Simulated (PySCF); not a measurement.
# How methods differ on the electron affinity of Tc

Tc⁻ [Kr] 4d6 5s2 (5D) → Tc [Kr] 4d5 5s2 (6S), as a difference of total energies. All numbers are calculated (PySCF 2.14, the spin-free X2C one-electron Hamiltonian (Gaussian nucleus), in aug-cc-pwCVTZ-DK with one added diffuse shell each of s, p, d, f, g type (12s11p9d5f4g, 161 functions)). Correlated levels: valence: [Kr] frozen. The calculations carry no spin-orbit coupling.

| method | electron affinity (eV) |
| --- | --- |
| UHF | -0.775 |
| MP2 (valence) | -0.751 |
| SCS-MP2 (valence) | -0.757 |
| CCSD (valence) | -0.776 |
| CCSD(T) (valence) | -0.774 |

A first-order spin-orbit estimate (lowest level to lowest level, LS coupling) adds 0.111 eV.

A negative affinity means that the anion lies above the atom at that level of theory.

The coupled-cluster amplitudes are large for Tc⁻ (T1 above 0.03 or a double amplitude above 0.15), so a single reference is strained.
